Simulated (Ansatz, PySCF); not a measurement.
Gas-phase reaction (SMILES): N[Si](N)(N)Cl + H+ → N[Si](N)([NH3+])Cl; protonation at N, whose ΔH is minus the proton affinity.

Geometries: B3LYP-D3(BJ)/def2-TZVP minima from Ansatz (an electronic-structure program), one conformer each, not searched for the lowest. Valence correlation only, unless marked. Spin-orbit coupling is left out. Non-relativistic. Basis-set limits of correlation are two-point, X^-3; Hartree-Fock from the larger set. Thermal terms are rigid-rotor harmonic-oscillator values from B3LYP-D3(BJ) frequencies (PySCF) at 298.15 K and 1 atm. 1 Eh = 627.5095 kcal/mol. The proton has no electrons: its energy is zero and its thermal terms are those of translation.

| species | E, CCSD(T)/CBS(cc-pV(T+d)Z,cc-pV(Q+d)Z) (Ansatz) (Eh) | E, r2SCAN-D4/def2-TZVPD (Ansatz + dftd4) (Eh) | H - E (Eh) | G - E (Eh) |
|---|---|---|---|---|
| N[Si](N)(N)Cl | -916.73339 | -917.68344 | 0.08978 | 0.04656 |
| H+ | 0.00000 | 0.00000 | 0.00236 | -0.01000 |
| N[Si](N)([NH3+])Cl | -917.08975 | -918.04133 | 0.10448 | 0.06360 |

### Question
Work out ΔE and ΔH, ΔG, ΔS and the equilibrium constant at 298.15 K at the first level, then ΔH at the second.

### Answer

1. ΔE = [(-917.08975)] - [(-916.73339) + (0.00000)] = -0.35636 Eh = -223.6 kcal/mol at CCSD(T)/CBS(cc-pV(T+d)Z,cc-pV(Q+d)Z).
2. The terms H - E add up to 0.01234 Eh, so ΔH = (-0.35636 + (0.01234))×627.5095 = -215.9 kcal/mol.
3. The terms G - E add up to 0.02704 Eh, so ΔG = -206.7 kcal/mol, and ΔS = (0.01234 - (0.02704))×627509.5/298.15 = -30.9 cal/(mol K).
4. log10 K = -ΔG/(RT ln 10) = 151.5, with RT ln 10 = 1.3642 kcal/mol.
5. At r2SCAN-D4/def2-TZVPD the same steps give ΔE = -224.6 and ΔH = -216.8 kcal/mol, a shift of -0.9 from the first level.
6. These values are not checked against measurement here, since the tables used lack a sound gas-phase enthalpy of formation for at least one species, or one in the same ion convention.
